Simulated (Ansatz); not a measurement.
Born–Oppenheimer molecular dynamics of AlF$_{2}$HO (5 atoms, charge 0, multiplicity 1). It starts from a relaxed structure.

All numbers below come from RKS B3LYP/6-31G* in Ansatz.

```yaml
ensemble: NVT, Nosé–Hoover chain
time_step: 0.5 fs
steps_asked: 150
set_temperature: 1500 K
thermostat: time constant 100 fs, chain length 3 (defaults)
temperature_schedule: 37 steps to 1500 K, then 113 steps to 4500 K
seed: 770943
```

First frame:

```xyz
5
Properties=species:S:1:pos:R:3
Al -0.023 -0.028 0.002
O -0.025 -0.123 1.694
H -0.858 -0.168 2.180
F 1.413 0.050 -0.792
F -1.416 -0.011 -0.877
```

Question: How far do the bonds stretch over the last three quarters of this one trajectory? (Pairs bonded in most of those frames.)

Answer: 
```
  bond  mean (Å)  spread (Å)  shortest  longest
Al1–O2     1.706       0.047      1.65     1.79
Al1–F4     1.668       0.102      1.49     1.81
Al1–F5     1.654       0.043      1.61     1.73
 O2–H3     0.969       0.018      0.94     0.99
```

Mean temperature of the second half: 927 K. The conserved energy stayed within 0.3 meV per atom of its start (net change 0.12 meV per atom), so the integration is sound. The schedule's set-point averaged 3504 K over the second half and the system 927 K, so it lags behind the ramp. A run of 0.075 ps of so small a system gives no equilibrium averages.

The run took 4.5 min on 1 thread of Arm Neoverse V2, on a shared host, peak memory 0.11 GiB.
